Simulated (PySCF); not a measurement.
trisilylphosphine (H₉PSi₃), singlet, geometry from GFN2-xTB; R2SCAN/cc-pVDZ (PySCF).

PySCF was given this input:
```python
from pyscf import gto, scf, dft

mol = gto.M(
    atom='''
Si   -0.731504    1.823058   -0.407917
P     0.188212   -0.173504   -0.737277
Si    1.864737   -0.162405    0.722091
Si   -1.275283   -1.529703    0.242275
H     0.236601    2.814525   -0.869990
H    -1.054774    2.071249    1.000379
H    -1.955103    1.860164   -1.204897
H     2.822957    0.836621    0.255715
H     2.443405   -1.503574    0.709543
H     1.428875    0.171890    2.081382
H    -0.684659   -2.865665    0.231555
H    -2.496811   -1.479831   -0.557180
H    -1.574971   -1.136111    1.622375
''',
    basis='cc-pvdz',
    charge=0,
    spin=0,
    verbose=4,
)

mf = dft.RKS(mol)
mf.xc = 'r2scan'
mf.kernel()
```

Task: What does PySCF print? Leave out banner, timings and long lists.

Result: 
```
PySCF version 2.14.0

[INPUT] verbose = 4
[INPUT] num. atoms = 13
[INPUT] num. electrons = 66
[INPUT] charge = 0
[INPUT] spin (= nelec alpha-beta = 2S) = 0
[INPUT] symmetry False subgroup None
[INPUT] Mole.unit = angstrom
[INPUT] Symbol           X                Y                Z      unit          X                Y                Z       unit  Magmom
[INPUT]  1 Si    -0.731504000000   1.823058000000  -0.407917000000 AA   -1.382342219024   3.445080329197  -0.770851411554 Bohr   0.0
[INPUT]  2 P      0.188212000000  -0.173504000000  -0.737277000000 AA    0.355669133357  -0.327875041517  -1.393251607941 Bohr   0.0
[INPUT]  3 Si     1.864737000000  -0.162405000000   0.722091000000 AA    3.523842224343  -0.306900971260   1.364554227013 Bohr   0.0
[INPUT]  4 Si    -1.275283000000  -1.529703000000   0.242275000000 AA   -2.409935601314  -2.890719721926   0.457833396829 Bohr   0.0
[INPUT]  5 H      0.236601000000   2.814525000000  -0.869990000000 AA    0.447111090798   5.318681420741  -1.644042831110 Bohr   0.0
[INPUT]  6 H     -1.054774000000   2.071249000000   1.000379000000 AA   -1.993233983312   3.914093345779   1.890442330766 Bohr   0.0
[INPUT]  7 H     -1.955103000000   1.860164000000  -1.204897000000 AA   -3.694609215316   3.515200506775  -2.276925338310 Bohr   0.0
[INPUT]  8 H      2.822957000000   0.836621000000   0.255715000000 AA    5.334615591424   1.580984560060   0.483231315943 Bohr   0.0
[INPUT]  9 H      2.443405000000  -1.503574000000   0.709543000000 AA    4.617366261393  -2.841343068017   1.340841943602 Bohr   0.0
[INPUT] 10 H      1.428875000000   0.171890000000   2.081382000000 AA    2.700182416238   0.324825023551   3.933241940599 Bohr   0.0
[INPUT] 11 H     -0.684659000000  -2.865665000000   0.231555000000 AA   -1.293817998719  -5.415322014752   0.437575532774 Bohr   0.0
[INPUT] 12 H     -2.496811000000  -1.479831000000  -0.557180000000 AA   -4.718288974801  -2.796475300641  -1.052917602085 Bohr   0.0
[INPUT] 13 H     -1.574971000000  -1.136111000000   1.622375000000 AA   -2.976263844132  -2.146938637106   3.065844421341 Bohr   0.0

nuclear repulsion = 347.6883644485
number of shells = 47
number of NR pGTOs = 227
number of NR cGTOs = 117
basis = cc-pvdz
ecp = {}

******** <class 'pyscf.dft.rks.RKS'> ********
method = RKS
initial guess = minao
damping factor = 0
level_shift factor = 0
DIIS = <class 'pyscf.scf.diis.CDIIS'>
diis_start_cycle = 1
diis_space = 8
diis_damp = 0
SCF conv_tol = 1e-09
SCF conv_tol_grad = None
SCF max_cycles = 50
direct_scf = True
direct_scf_tol = 1e-13
XC library pyscf.dft.libxc version 7.1.2
    S. Lehtola, C. Steigemann, M. J. T. Oliveira, and M. A. L. Marques,  SoftwareX 7, 1–5 (2018)
XC functionals = r2scan
    J. W. Furness, A. D. Kaplan, J. Ning, J. P. Perdew, and J. Sun,  J. Phys. Chem. Lett. 11, 8208–8215 (2020)
    J. W. Furness, A. D. Kaplan, J. Ning, J. P. Perdew, and J. Sun,  J. Phys. Chem. Lett. 11, 9248–9248 (2020)
    J. W. Furness, A. D. Kaplan, J. Ning, J. P. Perdew, and J. Sun,  J. Phys. Chem. Lett. 11, 8208–8215 (2020)
    J. W. Furness, A. D. Kaplan, J. Ning, J. P. Perdew, and J. Sun,  J. Phys. Chem. Lett. 11, 9248–9248 (2020)
radial grids:
    Treutler-Ahlrichs [JCP 102, 346 (1995); DOI:10.1063/1.469408] (M4) radial grids

becke partition: Becke, JCP 88, 2547 (1988); DOI:10.1063/1.454033
pruning grids: <function nwchem_prune>
grids dens level: 3
symmetrized grids: False
atomic radii adjust function: <function treutler_atomic_radii_adjust>
small_rho_cutoff = 0
Set gradient conv threshold to 3.16228e-05
Initial guess from minao.
tot grids = 164992
init E= -1215.01672449724
  HOMO = -0.276434774129267  LUMO = -0.0525423567343482  gap/eV = 6.09242
cycle= 1 E= -1215.11010031735  delta_E= -0.0934  |g|= 0.178  |ddm|= 2.66
  HOMO = -0.201044150866119  LUMO = -0.00595513261625547  gap/eV = 5.30864
cycle= 2 E= -1215.1111912099  delta_E= -0.00109  |g|= 0.161  |ddm|= 0.423
  HOMO = -0.230797717374227  LUMO = -0.0138261319249025  gap/eV = 5.90410
cycle= 3 E= -1215.11964207206  delta_E= -0.00845  |g|= 0.0536  |ddm|= 0.266
  HOMO = -0.225800589699745  LUMO = -0.0145099529151924  gap/eV = 5.74951
cycle= 4 E= -1215.12083557769  delta_E= -0.00119  |g|= 0.00718  |ddm|= 0.0805
  HOMO = -0.226805603432165  LUMO = -0.0150546856264206  gap/eV = 5.76204
cycle= 5 E= -1215.12085885808  delta_E= -2.33e-05  |g|= 0.00104  |ddm|= 0.0117
  HOMO = -0.226751367239018  LUMO = -0.0149188895416876  gap/eV = 5.76426
cycle= 6 E= -1215.12085934599  delta_E= -4.88e-07  |g|= 0.000288  |ddm|= 0.00201
  HOMO = -0.226708027911917  LUMO = -0.0149035582990327  gap/eV = 5.76349
cycle= 7 E= -1215.12085937754  delta_E= -3.16e-08  |g|= 0.000111  |ddm|= 0.00045
  HOMO = -0.226718052430541  LUMO = -0.0149150883447318  gap/eV = 5.76345
cycle= 8 E= -1215.12085938239  delta_E= -4.84e-09  |g|= 1.07e-05  |ddm|= 0.000129
  HOMO = -0.226718040521418  LUMO = -0.0149145576126828  gap/eV = 5.76347
cycle= 9 E= -1215.12085938244  delta_E= -5.21e-11  |g|= 7.06e-07  |ddm|= 1.7e-05
  HOMO = -0.226718101924476  LUMO = -0.014914593769396  gap/eV = 5.76347
Extra cycle  E= -1215.12085938244  delta_E= -2.27e-12  |g|= 6.04e-07  |ddm|= 2.33e-06
converged SCF energy = -1215.12085938244
```
